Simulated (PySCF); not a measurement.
Cl₃Ge, multiplicity 2. Atoms are numbered in the order given.

```xyz
4

Cl     1.7732    -1.0238    -0.2952
Ge     0.0000     0.0000     0.4704
Cl    -1.7732    -1.0238    -0.2952
Cl     0.0000     2.0475    -0.2952
```
Charge 0, spin multiplicity 2.

Geometry optimised at B3LYP-D3(BJ)/def2-SVP. The isomer is the one that the SMILES or the coordinates give; other isomers of the formula were not compared.

Level of theory: M06-2X/def2-TZVPD (PySCF).

Mulliken values depend strongly on the basis, most of all with diffuse functions as here. ESP charges are fitted to the potential on shells at 1.4 to 2.0 van der Waals radii. Atomic charges (e):

```tsv
atom	ESP fit	meta-Löwdin	Mulliken spin
Cl1	-0.12	-0.28	0.11
Ge2	0.37	0.83	0.66
Cl3	-0.12	-0.28	0.11
Cl4	-0.12	-0.28	0.11
```
